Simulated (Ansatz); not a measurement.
Cost and result for the atomization energy of C₂H₈OSeSi (`CO[SiH](C)[SeH]`) (13 atoms, 12 bonds).

Cartesian coordinates in Å:
```
C -0.1472 -1.6984 1.2950
O 0.5798 -0.6988 0.6201
Si -0.0658 0.2862 -0.5202
C 1.2636 1.4782 -1.0092
Se -1.8582 1.4745 0.2708
H -0.9673 -1.2640 1.8770
H 0.5324 -2.2132 1.9759
H -0.5626 -2.4337 0.5957
H -0.5797 -0.5314 -1.6526
H 0.9320 2.1055 -1.8388
H 1.5290 2.1251 -0.1700
H 2.1598 0.9337 -1.3157
H -2.8157 0.4364 -0.1280
```

Total charge 0; spin multiplicity 1. Correlated methods include outer-core shells of Se, which these sets cover unevenly. Scalar relativity is left out up to krypton. All single points use the PBE0-D4/def2-TZVP geometry. It is one conformer, not always the lowest. Program: Ansatz. All runs use 2 threads of an AMD EPYC 7R13 on a shared host and a share of an NVIDIA H100 80 GB. Times are those of one run each, without the atoms' runs, and a repeat can differ threefold. Electronic energies, without spin–orbit coupling; frozen cores. CCSD(T)/CBS adds CCSD(T) − MP2 in def2-TZVPP to the MP2 limit, and its time is that of the two runs behind it. T1 = 0.010. With those shells the extrapolation isn't a true limit. B3LYP takes the VWN-RPA correlation (the form of Gaussian; ORCA's B3LYP/G).

CCSD(T)/CBS is a level of theory with its own doubt, some kJ/mol a heavy atom from the limit and from the frozen cores, so smaller differences don't rank the functionals.

```csv
level,functions,wall time,atomization (kcal/mol),difference from CCSD(T)/CBS,per bond
PBE-D4/def2-TZVPP (with forces),295,2.5 s,1130.2,8.6,0.7
PBE0-D4/def2-TZVPP,295,3.4 s,1115.8,-5.8,-0.5
r2SCAN-D4/def2-TZVPP (with forces),295,3.5 s,1121.0,-0.6,-0.1
B2PLYP/def2-TZVPP,295,4 s,1104.4,-17.2,-1.4
B3LYP-D4/def2-TZVPP (with forces),295,4.1 s,1116.8,-4.8,-0.4
ωB97M-V/def2-TZVPP (with forces),295,4.2 s,1119.4,-2.2,-0.2
ωB97X-V/def2-TZVPP,295,4.6 s,1121.7,0.1,0.0
CCSD(T)/def2-TZVPP,295,7 s,1092.1,-29.5,-2.5
MP2/def2-QZVPP,570,8 s,1120.6,-1.0,-0.1
CCSD(T)/CBS(def2),–,15 s,1121.6,0.0,0.0
```

The D4 term adds +11.4 kcal/mol with B3LYP and +6.1 kcal/mol with PBE0; it sums over pairs of atoms, weighted by their polarisabilities, and B3LYP, whose exchange is more repulsive, gets the larger term. From PBE to PBE0 (25 % exact exchange), in def2-TZVPP and without D4, the atomization energy moves by −13.4 kcal/mol: exact exchange takes away binding that semilocal exchange gives to molecules. In def2-TZVPP, CCSD(T) changes the Hartree–Fock value by +268.1 kcal/mol (the triples alone add +14.5 kcal/mol) and MP2 by +279.1 kcal/mol; breaking electron pairs costs correlation energy, which Hartree–Fock lacks.
